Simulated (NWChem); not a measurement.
C2H3AlClF; SMILES C=[CH][Al]([F])[Cl]

```xyz
8

Al    -0.5291     0.0895     0.0000
F     -2.0389     0.8122     0.0000
Cl     1.1512     1.3618     0.0000
C     -0.2924    -1.8274     0.0000
C      0.9481    -2.3657     0.0000
H     -1.1569    -2.5173     0.0000
H      1.1197    -3.4579     0.0000
H      1.8569    -1.7375     0.0000
```
Atoms are numbered in this order, from 1.

Results from NWChem. Pople sets run with spherical d functions. Structure relaxed at the PBE-D3(BJ)/def2-SVP level. Atomic charges in e: unrestrained fits to the electrostatic potential beside Mulliken populations; buried atoms are poorly determined by the fit.

For level B3LYP/def2-SVP:

| Quantity | Value |
|---|---|
| ESP Al1 | 0.93 |
| Mulliken Al1 | 0.86 |
| Mulliken F2 | -0.39 |
| ESP C4 | -0.41 |
| Mulliken C4 | -0.30 |
| Mulliken C5 | -0.01 |

Question: How do the values read with level Hartree-Fock/6-31G* instead?

Answer: 
* **ESP Al1**: 1.15
* **Mulliken Al1**: 1.13
* **Mulliken F2**: -0.59
* **ESP C4**: -0.55
* **Mulliken C4**: -0.43
* **Mulliken C5**: -0.33
